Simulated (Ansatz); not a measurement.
```yaml
crystal:
  periodic: [false, false, false]
  atoms:
    - {symbol: Be, position_ang: [-0.252650, -0.325298, -0.037755]}
    - {symbol: F, position_ang: [-0.472348, 0.745488, -0.996623]}
    - {symbol: F, position_ang: [0.724998, -0.420190, 1.034388]}
basis:
  gaussian: {orbitals: "6-31G*", fitting: {mean_field: def2-universal-jkfit}}
total_charge: -1
magnetization: {spin_polarized: false, initial_magnetization: 1}
hamiltonian: {xc: {name: wB97X}}
scf: {omitted_lower_state_checks: [starts]}
```

```sh
$ ansatz run in.yaml --threads 4 --pin off --events-out ev --progress --plain --max-ram 3916MiB
```

Shortened log:

```
Functional definition: wB97X
205 factors; integrals over basis functions are off by at most 3.9e-1 eV
205 factors; integrals over basis functions are off by at most 4.6e-6 eV
mean field evaluation 1: about -5835.8004 eV, gradient 1.6e1 eV
mean field evaluation 2: about -5835.8001 eV, gradient 1.6e1 eV
mean field evaluation 4: about -5836.6304 eV, gradient 2.5e0 eV
mean field evaluation 8: about -5836.6515 eV, gradient 9.1e-3 eV
mean field -5836.65153724 eV, -214.4929877692 hartree, gradient 2.7e-5 eV, S^2 0.750000; 0 other end points of the search recorded, 0 dependent functions left out
reference -5836.65152211 eV, -214.4929872129 hartree; 12, 11 occupied and 33, 34 virtual orbitals, 205 factors
Total energy: -5836.65152211 eV, -214.4929872129 hartree
Checks for a lower state left out: starts
```

Hardware: 4 threads of Arm Neoverse V1 on a shared host. Wall time 0.8 s.

The 6-31G sets use Cartesian d functions. The highest occupied level of an anion often lies above zero with these methods, and sets without diffuse functions describe the outer electron poorly.

With spin_polarized false and unpaired electrons the run is restricted open-shell.
